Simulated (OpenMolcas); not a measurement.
**Multiconfigurational calculation on Pb**

Input:

```
&GATEWAY
Coord
1

Pb 0.0 0.0 0.0
Basis=ANO-RCC-VTZP
Group=XYZ
NoMove
AngMom=0.0 0.0 0.0
AMFI
&SEWARD
* reference wave functions (RASSCF and RASSI steps not shown): 4 electrons in 4 orbitals (6s 6p)
>>> COPY JOB001 $Project.JobIph
&CASPT2
Multistate=3 1 2 3
NoMult
Frozen=15 19
IPEA=0.6
MaxIter=60
WThr=0.0 0.3 0.05
PrWF=0.5
NoMix
>>> COPY JOB002 $Project.JobIph
&CASPT2
Multistate=6 1 2 3 4 5 6
NoMult
Frozen=15 19
IPEA=0.6
MaxIter=60
WThr=0.0 0.3 0.05
PrWF=0.5
NoMix
>>> COPY JOB003 $Project.JobIph
&CASPT2
Multistate=1 1
Frozen=15 19
IPEA=0.6
MaxIter=60
WThr=0.0 0.3 0.05
PrWF=0.5
NoMix
```

Launched by
```bash
OMP_NUM_THREADS=1 MOLCAS_MEM=2252 MOLCAS_PROJECT=a pymolcas a.inp > a.log  # once for each step of the input, in one work folder
```

Output, cut to the results:

```
--- CASPT2 ---
Orbital specifications:
      -----------------------

      Symmetry species                           1   2
                                                ag  au
      Frozen orbitals                           15  19
      Inactive orbitals                          5   0
      Active orbitals                            1   3
      Secondary orbitals                        30  20
      Deleted orbitals                           0   0
      Number of basis functions                 51  42
Type of calculation                        SS-CASPT2
      Fock operator                              state-specific
      IPEA shift                                 0.60
      Real shift                                 0.00
      Imaginary shift                            0.00
      The input orbitals will be transformed to quasi-canonical
Reference energy:      -20861.7037521953
      E2 (Non-variational):      -0.4417233234
      E2 (Variational):          -0.4417233184
      Total energy:          -20862.1454755137
      Residual norm:              0.0000002801
      Reference weight:           0.91483
      Contributions to the CASPT2 correlation energy
      Active & Virtual Only:         -0.0292168047
      One Inactive Excited:          -0.1226056908
      Two Inactive Excited:          -0.2899008278
Reference energy:      -20861.7037521953
      E2 (Non-variational):      -0.4417233097
      E2 (Variational):          -0.4417233048
      Total energy:          -20862.1454755001
      Residual norm:              0.0000002801
      Reference weight:           0.91483
      Contributions to the CASPT2 correlation energy
      Active & Virtual Only:         -0.0292167917
      One Inactive Excited:          -0.1226056901
      Two Inactive Excited:          -0.2899008279
::    CASPT2 Root  1     Total energy: -20862.14547551
::    CASPT2 Root  2     Total energy: -20862.14547550
::    CASPT2 Root  3     Total energy: -20862.14547552
--- CASPT2 ---
Orbital specifications:
      -----------------------

      Symmetry species                           1   2
                                                ag  au
      Frozen orbitals                           15  19
      Inactive orbitals                          5   0
      Active orbitals                            1   3
      Secondary orbitals                        30  20
      Deleted orbitals                           0   0
      Number of basis functions                 51  42
Type of calculation                        SS-CASPT2
      Fock operator                              state-specific
      IPEA shift                                 0.60
      Real shift                                 0.00
      Imaginary shift                            0.00
      The input orbitals will be transformed to quasi-canonical
Reference energy:      -20861.6691725652
      E2 (Non-variational):      -0.4541935829
      E2 (Variational):          -0.4541936127
      Total energy:          -20862.1233661779
      Residual norm:              0.0000006771
      Reference weight:           0.90535
      Contributions to the CASPT2 correlation energy
      Active & Virtual Only:         -0.0390600449
      One Inactive Excited:          -0.1252052179
      Two Inactive Excited:          -0.2899283201
Reference energy:      -20861.6691725628
      E2 (Non-variational):      -0.4518095999
      E2 (Variational):          -0.4518096141
      Total energy:          -20862.1209821770
      Residual norm:              0.0000005914
      Reference weight:           0.90694
      Contributions to the CASPT2 correlation energy
      Active & Virtual Only:         -0.0382362399
      One Inactive Excited:          -0.1236442352
      Two Inactive Excited:          -0.2899291248
::    CASPT2 Root  1     Total energy: -20862.12336618
::    CASPT2 Root  2     Total energy: -20862.12098218
::    CASPT2 Root  3     Total energy: -20862.12253632
::    CASPT2 Root  4     Total energy: -20862.12281869
::    CASPT2 Root  5     Total energy: -20862.11994319
::    CASPT2 Root  6     Total energy: -20862.07857708
--- CASPT2 ---
Orbital specifications:
      -----------------------

      Symmetry species                           1   2
                                                ag  au
      Frozen orbitals                           15  19
      Inactive orbitals                          5   0
      Active orbitals                            1   3
      Secondary orbitals                        30  20
      Deleted orbitals                           0   0
      Number of basis functions                 51  42
Type of calculation                        SS-CASPT2
      Fock operator                              state-specific
      IPEA shift                                 0.60
      Real shift                                 0.00
      Imaginary shift                            0.00
      The input orbitals will be transformed to quasi-canonical
Reference energy:      -20861.5253660321
      E2 (Non-variational):      -0.3920283086
      E2 (Variational):          -0.3920283051
      Total energy:          -20861.9173943372
      Residual norm:              0.0000000733
      Reference weight:           0.92927
      Contributions to the CASPT2 correlation energy
      Active & Virtual Only:         -0.0114022030
      One Inactive Excited:          -0.0912803334
      Two Inactive Excited:          -0.2893457722
::    CASPT2 Root  1     Total energy: -20861.91739434
```

Levels above the lowest, from the spin-orbit matrix with the single-state CASPT2 energies, averaged by term, on its diagonal:

```csv
Configuration,Term,J,E (cm⁻¹),Measured (cm⁻¹),g,Term weight %,Second
6s² 6p²,³P,0,0.0,0.0,,88,12 ¹S
6s² 6p²,³P,1,6700,7819,1.501,100,
6s² 6p²,³P,2,9460,10650,1.303,60,40 ¹D
6s² 6p²,¹D,2,18790,21458,1.198,60,40 ³P
6s² 6p²,¹S,0,28080,29467,,88,12 ³P
```

Against the 4 measured excited levels shown (NIST Handbook of Basic Atomic Spectroscopic Data) the mean absolute deviation is 1600 cm-1; the largest miss in energy is 6s² 6p² ¹D₂ [60 %]: computed 18790, measured 21458 cm⁻¹ (-12.4 %).

Term energies are means over components that CASPT2 splits; among the terms shown or strongly mixed into the levels shown the widest spread is 750 cm-1 (6s² 6p² ¹D). Terms from blocks run as CI alone lack orbitals of their own. Spin-orbit splittings of 6p shells tend to come out small when the coupling is added on scalar orbitals. Measured partners are found by configuration, term and J. A level has none where our copy of the source lacks it or the pairing is in doubt (some pairs that miss far off the trend of their configuration count as doubtful), and it then counts in no deviation. Where the source uses jj or jK labels, the order within each J decides. Levels of configurations outside the active space are missing. The first state left out of the spin-orbit step lies near 66000 cm-1 above the lowest spin-free state of the reference (among the parities and spins computed), and the list stops at four fifths of that energy or lower.

The CASPT2 steps took 4.3 s on 1 thread of Intel(R) Xeon(R) Platinum 8488C (Sapphire Rapids), with other jobs on the host; the integral step is not counted.

The term weight is that of the spin-free term in the level, not the purity of its configuration. A share in square brackets marks a mixed level and gives the weight of the term that names it.
